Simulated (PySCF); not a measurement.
# One molecule, several mistakes: CFH3OSi

Calculated results; nothing here was measured. The program is PySCF 2.14.0, an open-source quantum chemistry code, run on an isolated molecule that a program drew, which may never have been made. The molecule is CFH3OSi (charge 0, singlet), drawn as the SMILES string `CO[Si]F`.

Each row is a Hartree-Fock (HF) and frozen-core CCSD(T) single point in the cc-pV(D+d)Z basis, meant for a local HF minimum. Run 1 is clean. Each other run has one planted mistake out of seven kinds, and not every kind appears here: one electron removed, one electron added, multiplicity raised by two, geometry at a saddle point, minimal basis STO-3G, one bond length entered in bohr, all coordinates scaled. The reference is restricted for singlets and unrestricted otherwise, and also for a bond in bohr. Adding or removing an electron swaps singlet and doublet. Electrons count all cores. HOMO and LUMO are orbital energies over both spins, the gradient is its largest component, and the lowest frequency (negative if imaginary) is given only where the gradient is small. Bond lengths are over the 6 bonds as drawn. T1 is the CCSD diagnostic: over 0.02 (restricted) or 0.045 (unrestricted) a single reference is doubtful.

Geometry of the clean run:
```xyz
7
CFH3OSi, angstrom
C    -0.5997   -2.3232    1.5418
O    -0.5584   -1.3602    0.5098
Si    0.6366   -0.6306   -0.3159
F     1.9526   -1.3197    0.3715
H    -1.1583   -3.1902    1.1913
H     0.4032   -2.6299    1.8345
H    -1.1156   -1.8957    2.4008
```

| run | electrons | basis functions | <S^2> | HOMO (eV) | LUMO (eV) | gradient (hartree/bohr) | lowest frequency (cm^-1) | mean bond (Å) | longest bond (Å) | T1 | HF (hartree) | CCSD(T) (hartree) | mistake |
|---|---|---|---|---|---|---|---|---|---|---|---|---|---|
| 1 | 40 | 80 | 0.000 | -10.25 | 1.89 | 4.4e-05 | 77 | 1.3237 | 1.637 | 0.0151 | -502.92472 | -503.56389 | no fault |
| 2 | 41 | 80 | 0.780 | 0.57 | 9.22 | 5.4e-02 | - | 1.3237 | 1.637 | 0.0151 | -502.87897 | -503.51488 | one electron added |
| 3 | 39 | 80 | 0.757 | -18.53 | -8.33 | 7.8e-02 | - | 1.3237 | 1.637 | 0.0213 | -502.58466 | -503.19919 | ? |
| 4 | 40 | 80 | 0.000 | -10.88 | 1.20 | 6.7e-02 | - | 1.4507 | 1.794 | 0.0195 | -502.87064 | -503.52960 | ? |

**Which mistake was planted in run 3, and what did it cost?**

It counts 39 electrons, one fewer than the clean run, at the same geometry and basis. So the mistake is: one electron removed. Subtracting run 1 and multiplying by 627.51 kcal/mol a hartree, the energy moved by 213.4 kcal/mol in HF and 228.9 kcal/mol in CCSD(T).

**Which mistake was planted in run 4, and what did it cost?**

The mean and the longest bond both change by the same factor, 1.096, and the gradient is no longer small. So the mistake is: all coordinates scaled. Subtracting run 1 and multiplying by 627.51 kcal/mol a hartree, the energy moved by 33.9 kcal/mol in HF and 21.5 kcal/mol in CCSD(T).

Cautions from the logs. Run 2: the HOMO is above zero, so the electron isn't bound and the energy depends on the basis.
